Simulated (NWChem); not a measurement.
System: C$_{2}$H$_{4}$NO, doublet; SMILES C[N]C=O

Input file for NWChem:

```
start job
memory heap 200 mb stack 900 mb global 1100 mb
geometry units angstroms noautosym nocenter noautoz
  C      0.443535    -1.449136    -0.111530
  N     -0.691152    -0.584858    -0.124017
  C     -0.529519     0.766175    -0.094681
  O      0.434823     1.289701     0.481973
  H      0.479898    -2.023888     0.842516
  H      0.292449    -2.224876    -0.898836
  H      1.414566    -0.931054    -0.270945
  H     -1.387140     1.358142    -0.507135
end
basis spherical
  * library 6-31g*
end
dft
  odft
  mult 2
  xc hfexch
  iterations 150
  mulliken
end
task dft energy
esp
  recalculate
  probe 0.07
  range 0.3
  factor 1.0
  spacing 0.02
end
task esp
```

Excerpt of the output:

```
             Northwest Computational Chemistry Package (NWChem) 7.3.0
             --------------------------------------------------------

                             Geometry "geometry" -> ""
                             -------------------------

 Output coordinates in angstroms (scale by  1.889725989 to convert to a.u.)

  No.       Tag          Charge          X              Y              Z
 ---- ---------------- ---------- -------------- -------------- --------------
    1 C                    6.0000     0.44353500    -1.44913600    -0.11153000
    2 N                    7.0000    -0.69115200    -0.58485800    -0.12401700
    3 C                    6.0000    -0.52951900     0.76617500    -0.09468100
    4 O                    8.0000     0.43482300     1.28970100     0.48197300
    5 H                    1.0000     0.47989800    -2.02388800     0.84251600
    6 H                    1.0000     0.29244900    -2.22487600    -0.89883600
    7 H                    1.0000     1.41456600    -0.93105400    -0.27094500
    8 H                    1.0000    -1.38714000     1.35814200    -0.50713500

 Effective nuclear repulsion energy (a.u.)     112.4113202295

  xc_inp: hfexch multiplicative factor not found.

                                 NWChem DFT Module
                                 -----------------

 Summary of "ao basis" -> "ao basis" (spherical)
 ------------------------------------------------------------------------------
       Tag                 Description            Shells   Functions and Types
 ---------------- ------------------------------  ------  ---------------------
 C                           6-31g*                  6       14   3s2p1d
 N                           6-31g*                  6       14   3s2p1d
 O                           6-31g*                  6       14   3s2p1d
 H                           6-31g*                  2        2   2s

            General Information
            -------------------
          SCF calculation type: DFT
          Wavefunction type:  spin polarized.
          No. of atoms     :     8
          No. of electrons :    31
           Alpha electrons :    16
            Beta electrons :    15
          Charge           :     0
          Spin multiplicity:     2
          Use of symmetry is: off; symmetry adaption is: off
          Maximum number of iterations: 150
          AO basis - number of functions:    64
                     number of shells:    32
          Convergence on energy requested:  1.00D-06
          Convergence on density requested:  1.00D-05
          Convergence on gradient requested:  5.00D-04

              XC Information
              --------------
                     Hartree-Fock (Exact) Exchange  1.000

      Superposition of Atomic Density Guess
      -------------------------------------

 Sum of atomic energies:        -206.36152893

      Non-variational initial energy
      ------------------------------

 Total energy =    -208.146764
 1-e energy   =    -502.762348
 2-e energy   =     182.204264
 HOMO         =      -0.257389
 LUMO         =       0.047854

     ---------------------------------------------
      Total Density - Mulliken Population Analysis
     ---------------------------------------------

    Atom       Charge   Shell Charges
 -----------   ------   -------------------------------------------------------
    1 C    6     6.39   2.00  0.71  1.90  0.65  1.09  0.04
    2 N    7     7.33   2.00  0.85  2.22  0.85  1.37  0.03
    3 C    6     5.29   2.00  0.70  1.53  0.44  0.53  0.09
    4 O    8     8.87   2.00  0.96  3.10  0.94  1.87  0.02
    5 H    1     0.74   0.44  0.30
    6 H    1     0.74   0.44  0.30
    7 H    1     0.80   0.47  0.33
    8 H    1     0.84   0.47  0.37

     --------------------------------------------
      Spin Density - Mulliken Population Analysis
     --------------------------------------------

    Atom       Charge   Shell Charges
 -----------   ------   -------------------------------------------------------
    1 C    6     0.07   0.00  0.00  0.04 -0.00  0.02  0.01
    2 N    7     0.61   0.00  0.00  0.36  0.01  0.24  0.00
    3 C    6     0.08   0.00  0.00  0.03  0.00  0.03  0.01
    4 O    8     0.10   0.00  0.00  0.07 -0.00  0.03 -0.00
    5 H    1     0.07   0.04  0.03
    6 H    1     0.06   0.04  0.02
    7 H    1     0.00   0.00  0.00
    8 H    1     0.01   0.00  0.00

   convergence    iter        energy       DeltaE   RMS-Dens  Diis-err
 ---------------- ----- ----------------- --------- --------- ---------
 d= 0,ls=0.0,diis     1   -207.1842235678 -3.20D+02  6.45D-03  1.98D-01
                                                     6.46D-03  2.20D-01
 d= 0,ls=0.0,diis     2   -207.2589387165 -7.47D-02  3.02D-03  1.30D-01
                                                     2.99D-03  1.18D-01
 d= 0,ls=0.0,diis     3   -207.3087750773 -4.98D-02  1.19D-03  3.92D-03
                                                     1.24D-03  5.75D-03
 d= 0,ls=0.0,diis     4   -207.3156598911 -6.88D-03  4.49D-04  6.02D-04
                                                     6.33D-04  1.60D-03
 d= 0,ls=0.0,diis     5   -207.3174041562 -1.74D-03  4.31D-04  3.86D-04
                                                     5.63D-04  3.70D-04
  Resetting Diis
 d= 0,ls=0.0,diis     6   -207.3184800904 -1.08D-03  3.03D-04  1.79D-04
                                                     4.58D-04  2.16D-04
 d= 0,ls=0.0,diis     7   -207.3192080929 -7.28D-04  1.70D-04  1.37D-04
                                                     2.19D-04  1.56D-04
 d= 0,ls=0.0,diis     8   -207.3195504011 -3.42D-04  2.53D-04  8.43D-05
                                                     4.08D-04  1.64D-04
 d= 0,ls=0.0,diis     9   -207.3201072338 -5.57D-04  1.29D-03  1.19D-04
                                                     1.95D-03  1.14D-04
 d= 0,ls=0.0,diis    10   -207.3218208879 -1.71D-03  1.14D-04  1.22D-05
                                                     1.16D-04  4.39D-05
 d= 0,ls=0.0,diis    11   -207.3218158182  5.07D-06  2.01D-04  6.87D-06
                                                     4.32D-04  3.21D-05
 d= 0,ls=0.0,diis    12   -207.3219844046 -1.69D-04  1.53D-04  2.51D-06
                                                     3.95D-04  1.85D-05
 d= 0,ls=0.0,diis    13   -207.3220838922 -9.95D-05  7.02D-05  1.88D-06
                                                     2.73D-04  1.03D-05
 d= 0,ls=0.0,diis    14   -207.3221379710 -5.41D-05  9.21D-05  7.07D-07
                                                     2.98D-04  3.23D-06
 d= 0,ls=0.0,diis    15   -207.3221613618 -2.34D-05  4.32D-05  3.50D-07
                                                     7.69D-05  1.16D-06
 d= 0,ls=0.0,diis    16   -207.3221651536 -3.79D-06  1.68D-05  7.26D-08
                                                     4.42D-05  2.92D-07
 d= 0,ls=0.0,diis    17   -207.3221661205 -9.67D-07  6.33D-06  1.22D-08
                                                     2.58D-05  1.66D-07
 d= 0,ls=0.0,diis    18   -207.3221667031 -5.83D-07  8.01D-06  8.07D-09
                                                     2.74D-05  7.13D-08
 d= 0,ls=0.0,diis    19   -207.3221670282 -3.25D-07  5.57D-06  9.57D-09
                                                     1.66D-05  1.96D-08
 d= 0,ls=0.0,diis    20   -207.3221671280 -9.98D-08  2.80D-06  1.91D-09
                                                     6.01D-06  2.96D-09

         Total DFT energy =     -207.322167127997
      One electron energy =     -504.621547593290
           Coulomb energy =      211.502356149719
    Exchange-Corr. energy =      -26.614295913966
 Nuclear repulsion energy =      112.411320229539

 Numeric. integr. density =        0.000000000000

                    DFT Final Alpha Molecular Orbital Analysis
                    ------------------------------------------

[...]

                     NWChem Electrostatic Potential Fit Module
                     -----------------------------------------

 Atom parameters

 Number of atoms is                                    8
 Number of basis functions is                         64

 Grid parameters

 Maximum number of grid points is                  34178
 Number of grid points is                          34177
 Grid range                                     0.300000 nm
 Grid spacing                                   0.020000 nm
 Probe radius                                   0.070000 nm
 Atom radius factor                             1.000000

 Atomic radii

    1    0.100000
    6    0.147000
    7    0.140000
    8    0.136000
 FASTESP  F
  using M.O. file = ./job.movecs

    Atom              Coordinates                           Charge

                                                  ESP

    1 C     0.044354   -0.144914   -0.011153    0.459880
    2 N    -0.069115   -0.058486   -0.012402   -0.563439
    3 C    -0.052952    0.076618   -0.009468    0.760197
    4 O     0.043482    0.128970    0.048197   -0.481878
    5 H     0.047990   -0.202389    0.084252   -0.027429
    6 H     0.029245   -0.222488   -0.089884   -0.045684
    7 H     0.141457   -0.093105   -0.027095   -0.050386
    8 H    -0.138714    0.135814   -0.050714   -0.051261
                                            ------------
                                                0.000000

 Dipole moment                                  0.633487

 Quadrupole moment Qxx                         -1.176992
                   Qyy                          1.340385
                   Qzz                         -0.163393

 RMS deviation kJ/mol                           0.092315

 RRMS %                                        38.841455
```

Level: UHF/6-31G* (spherical d). All runs use the structure optimised with PBE-D3(BJ)/def2-SVP, spin-unrestricted. The determinant is spin-contaminated (<S²> = 0.93). No stability test was run on the SCF state.
